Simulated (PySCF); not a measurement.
A structure optimised at PBE-D3(BJ)/def2-SVP, used in a PySCF frequency run:

```xyz
8

In     0.0256     0.5233     0.0000
F      0.8040     2.3272     0.0000
F     -1.9599     0.4644     0.0000
S      0.9760    -1.6656     0.0000
C     -0.6156    -2.6139     0.0000
H     -1.4891    -1.9351     0.0000
H     -0.6415    -3.2487    -0.9054
H     -0.6415    -3.2487     0.9054
```

Q: Write its SMILES, formula and point group.

A: C[S][In]([F])[F], CH3F2InS, Cs

Q: What are its rotational constants (standard atomic weights)?

A: 4.0448, 1.5115, 1.1083 GHz
